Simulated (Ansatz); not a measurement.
Basis sets compared for (F)2Al-S-SiH3 (AlSiH3SF2). Total charge 0; singlet. Geometry r2SCAN-D4/def2-SVP. Ansatz on 4 threads of Arm Neoverse N1 on a shared host; times are rough, and most runs start from earlier orbitals.

```xyz
8

Al   -0.474    0.881    1.519
F     1.183    0.867    1.496
F    -1.260    1.610    2.774
S    -1.517   -0.062   -0.109
Si    0.238   -0.706   -1.217
H     1.060    0.461   -1.642
H    -0.299   -1.410   -2.413
H     1.068   -1.641   -0.408
```

B3LYP takes the VWN-RPA correlation.

Binding counts from free atoms (Al doublet, F doublet, S triplet, Si triplet, H doublet) in the same basis, without a counterpoise term.

```csv
level,functions,energy (Eh),HOMO (eV),LUMO (eV),binding per atom (eV),wall time
HF/6-31G,63,-1129.0129,-11.13,1.41,2.19,0.4 s
HF/def2-TZVP,191,-1129.3619,-10.90,1.74,2.76,2.1 s
PBE-D4/def2-SVP,97,-1130.7137,-6.84,-1.94,3.65,1.2 s
PBE-D4/def2-TZVP (with forces),191,-1131.3022,-6.98,-2.10,3.66,2.9 s
r2SCAN-D4/def2-TZVP,191,-1131.7923,-7.27,-1.66,3.68,5.5 s
B3LYP-D4/6-31G,63,-1131.6910,-7.97,-1.84,3.16,1.3 s
B3LYP-D4/def2-TZVP,191,-1132.0243,-7.92,-1.54,3.62,3.6 s
PBE0-D4/def2-SVP,97,-1130.8032,-8.11,-1.12,3.57,1.6 s
PBE0-D4/def2-TZVP,191,-1131.3865,-8.18,-1.25,3.60,3.8 s
```

Q: Estimate the rows for PBE-D4/def2-TZVPD, r2SCAN-D4/def2-TZVPD, PBE0-D4/def2-TZVPD.

A: 
```json
{"level": "PBE-D4/def2-TZVPD", "functions": "239", "energy (Eh)": "-1131.3048", "HOMO (eV)": "-7.01", "LUMO (eV)": "-2.25", "binding per atom (eV)": "3.66", "wall time": "4 s"}
{"level": "r2SCAN-D4/def2-TZVPD", "functions": "239", "energy (Eh)": "-1131.7943", "HOMO (eV)": "-7.29", "LUMO (eV)": "-1.78", "binding per atom (eV)": "3.68", "wall time": "8.5 s"}
{"level": "PBE0-D4/def2-TZVPD", "functions": "239", "energy (Eh)": "-1131.3887", "HOMO (eV)": "-8.20", "LUMO (eV)": "-1.44", "binding per atom (eV)": "3.60", "wall time": "6 s"}
```
